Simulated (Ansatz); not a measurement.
Ansatz (an electronic-structure program) input:

Ansatz 0.2 input:
```yaml
crystal:
  periodic: [false, false, false]
  atoms:
    - {symbol: La, position_ang: [-0.00000000, -0.00000000, -0.28495569]}
    - {symbol: F, position_ang: [0.00000000, 0.00000000, 1.80471940]}
basis:
  gaussian:
    orbitals: def2-TZVP
hamiltonian:
  xc: b3lyp
  dispersion: d3bj
phonons: {temperatures: {t_min: 298.15, t_max: 298.15, t_step: 100}}
```

Task: Predict the final energy.

Result: -131.49886 Eh (B3LYP-D3(BJ)/def2-TZVP). The basis has 71 functions.
